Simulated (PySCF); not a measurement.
Compound: C6H6OSi.
Structure used (GFN2-xTB), in Å, numbered top down from 1:
```
atom  x, y, z in Å
C1    -3.170   -0.479    0.887
Si2   -2.259    0.929    0.001
C3    -0.447    0.543    0.044
C4     0.740    0.284    0.076
C5     2.058   -0.010    0.117
C6     3.246   -0.268    0.144
C7     4.633   -0.565    0.172
O8     5.202   -1.206    1.018
H9    -2.993   -1.435    0.400
H10   -2.847   -0.572    1.920
H11   -4.243   -0.306    0.892
H12   -2.441    2.207    0.696
H13   -2.652    1.014   -1.410
H14    5.173   -0.135   -0.698
```

Computed with TDDFT CAM-B3LYP/def2-SVPD, vertical, gas phase, core orbitals frozen in the response in PySCF 2.14.0, density-fitted response routines.

Ground-to-excited transition dipoles (e·a0, same axes as the geometry; the sign carries no meaning), for the states with f of 0.002 or more among the lowest 8:

```json
{"state": "S3", "E (hartree)": "0.1567", "μx": "-0.889", "μy": "0.275", "μz": "-0.095"}
{"state": "S5", "E (hartree)": "0.2248", "μx": "-0.224", "μy": "0.001", "μz": "0.043"}
{"state": "S6", "E (hartree)": "0.2322", "μx": "2.676", "μy": "-0.498", "μz": "0.116"}
{"state": "S7", "E (hartree)": "0.2386", "μx": "-1.275", "μy": "0.290", "μz": "-0.144"}
{"state": "S8", "E (hartree)": "0.2545", "μx": "1.644", "μy": "-0.293", "μz": "-0.079"}
```

Question: What oscillator strength does each state have?

Answer: f = (2/3) ΔE |μ|² with ΔE in hartree (27.2114 eV).

```csv
state,|μ|² (au),|μ| (D),f
S3,0.875,2.38,0.091
S5,0.052,0.58,0.008
S6,7.422,6.92,1.149
S7,1.730,3.34,0.275
S8,2.796,4.25,0.474
```

Question: Which bond between heavy atoms lies closest to the direction of the S6 transition dipole?

Answer: Si2–C3, C3–C4, C6–C7, C5–C6 and C4–C5, at 2° from it; next C7–O8 at 54°.

Question: What angle do the transition dipoles of S3 and S8 make?

Answer: |cos θ| = |μa·μb| / (|μa| |μb|) = 0.98, so θ ≈ 11° (taken between 0 and 90°, since the signs are arbitrary).

Question: How is the summed strength of these states shared among x, y and z?

Answer: (2/3) Σ ΔE μα² gives 1.916 for x, 0.074 for y and 0.008 for z, 1.998 in all.

Question: What peak molar absorption coefficient would the strongest computed level give as a lone Gaussian band 0.4 eV wide at half height?

Answer: ε(max) = 2.175×10⁸ f / FWHM, with the width in cm⁻¹. S6: 2.175×10⁸ × 1.1491 / 3226 ≈ 77000 L mol⁻¹ cm⁻¹.
